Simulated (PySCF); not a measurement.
Cl3Sc, charge +1, doublet, at a GFN2-xTB geometry (such geometries of metal compounds can be far from the true shape) (the multiplicity is a formal guess); B3LYP/STO-3G run with PySCF.

Here is a job for PySCF.
```python
from pyscf import gto, scf, dft

mol = gto.Mole()
mol.atom = '''
    Sc    0.183030    0.532368    0.340666
    Cl    1.921532   -0.538951   -0.713484
    Cl   -0.815544   -1.092761    1.622522
    Cl   -1.332085    0.974081   -1.329861
'''
mol.basis = 'sto-3g'
mol.charge = 1
mol.spin = 1
mol.verbose = 4
mol.build()

mf = dft.UKS(mol)
mf.xc = 'b3lyp'
mf.kernel()
```

What the program printed (banner, timings and long lists left out):

```
PySCF version 2.14.0

[INPUT] verbose = 4
[INPUT] num. atoms = 4
[INPUT] num. electrons = 71
[INPUT] charge = 1
[INPUT] spin (= nelec alpha-beta = 2S) = 1
[INPUT] symmetry False subgroup None
[INPUT] Mole.unit = angstrom
[INPUT] Symbol           X                Y                Z      unit          X                Y                Z       unit  Magmom
[INPUT]  1 Sc     0.183030000000   0.532368000000   0.340666000000 AA    0.345876572579   1.006029717482   0.643765439951 Bohr   0.0
[INPUT]  2 Cl     1.921532000000  -0.538951000000  -0.713484000000 AA    3.631169219588  -1.018469784560  -1.348289354259 Bohr   0.0
[INPUT]  3 Cl    -0.815544000000  -1.092761000000   1.622522000000 AA   -1.541154802532  -2.065019009606   3.066122211082 Bohr   0.0
[INPUT]  4 Cl    -1.332085000000   0.974081000000  -1.329861000000 AA   -2.517275824641   1.840746313142  -2.513073073740 Bohr   0.0

nuclear repulsion = 372.630653468041
number of shells = 23
number of NR pGTOs = 135
number of NR cGTOs = 45
basis = sto-3g
ecp = {}

******** <class 'pyscf.dft.uks.UKS'> ********
method = UKS
initial guess = minao
damping factor = 0
level_shift factor = 0
DIIS = <class 'pyscf.scf.diis.CDIIS'>
diis_start_cycle = 1
diis_space = 8
diis_damp = 0
SCF conv_tol = 1e-09
SCF conv_tol_grad = None
SCF max_cycles = 50
direct_scf = True
direct_scf_tol = 1e-13
number electrons alpha = 36  beta = 35
XC library pyscf.dft.libxc version 7.1.2
    S. Lehtola, C. Steigemann, M. J. T. Oliveira, and M. A. L. Marques,  SoftwareX 7, 1–5 (2018)
XC functionals = b3lyp
    P. J. Stephens, F. J. Devlin, C. F. Chabalowski, and M. J. Frisch,  J. Phys. Chem. 98, 11623 (1994)
radial grids:
    Treutler-Ahlrichs [JCP 102, 346 (1995); DOI:10.1063/1.469408] (M4) radial grids

becke partition: Becke, JCP 88, 2547 (1988); DOI:10.1063/1.454033
pruning grids: <function nwchem_prune>
grids dens level: 3
symmetrized grids: False
atomic radii adjust function: <function treutler_atomic_radii_adjust>
small_rho_cutoff = 0
Set gradient conv threshold to 3.16228e-05
tot grids = 77280
init E= -2117.63461629974

cycle= 1 E= -2118.44974855074  delta_E= -0.815  |g|= 0.19  |ddm|= 2.15
cycle= 2 E= -2118.44538521292  delta_E= 0.00436  |g|= 0.226  |ddm|= 0.982
cycle= 3 E= -2118.49394280971  delta_E= -0.0486  |g|= 0.00318  |ddm|= 0.488
cycle= 4 E= -2118.49396551464  delta_E= -2.27e-05  |g|= 0.000733  |ddm|= 0.013
cycle= 5 E= -2118.49396689595  delta_E= -1.38e-06  |g|= 0.00025  |ddm|= 0.00382
cycle= 6 E= -2118.49396661258  delta_E= 2.83e-07  |g|= 0.000524  |ddm|= 0.00241
cycle= 7 E= -2118.49396699879  delta_E= -3.86e-07  |g|= 1.14e-05  |ddm|= 0.00168
cycle= 8 E= -2118.49396699905  delta_E= -2.59e-10  |g|= 1.62e-06  |ddm|= 5.11e-05
Extra cycle  E= -2118.49396699904  delta_E= 1.46e-11  |g|= 3.29e-06  |ddm|= 1.46e-05
converged SCF energy = -2118.49396699904  <S^2> = 0.75606101  2S+1 = 2.0060519
```
